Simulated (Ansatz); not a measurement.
Input file for Ansatz (an electronic-structure program): U-wB97X-V/def2-TZVPP on OH (SMILES [OH+]), 2S+1 = 3, a spin state set in the input, which need not be the lowest, at the other state's geometry. Charge +1.

Ansatz 0.2 input:
```yaml
crystal:
  periodic: [false, false, false]
  atoms:
    - {symbol: O, position_ang: [-0.00000000, -0.00000000, -0.11563120]}
    - {symbol: H, position_ang: [0.00000000, 0.00000000, 0.92504958]}
basis:
  gaussian:
    orbitals: def2-TZVPP
hamiltonian:
  xc: {name: wB97X-V}
total_charge: 1
magnetization: {spin_polarized: true, initial_magnetization: 2}
```

The head of its log:

```
WARN ansatz: RAYON_NUM_THREADS=2 ignored (pool sized by the plan → 2); use --threads N
Functional definition: wB97X-V
integrals: 0.01 GiB planned
210 factors; their error is unknown
integrals: 0.04 GiB planned
48 factors; integrals over basis functions are off by at most 4.1e-5 eV
mean field: 0.12 GiB planned
mean field evaluation 1: about -2045.9363 eV, gradient 2.5e1 eV
mean field evaluation 2: about -2047.3019 eV, gradient 1.4e1 eV
```

**Question.** What total energy does the run end on?

**Answer.** -75.2588 hartree.
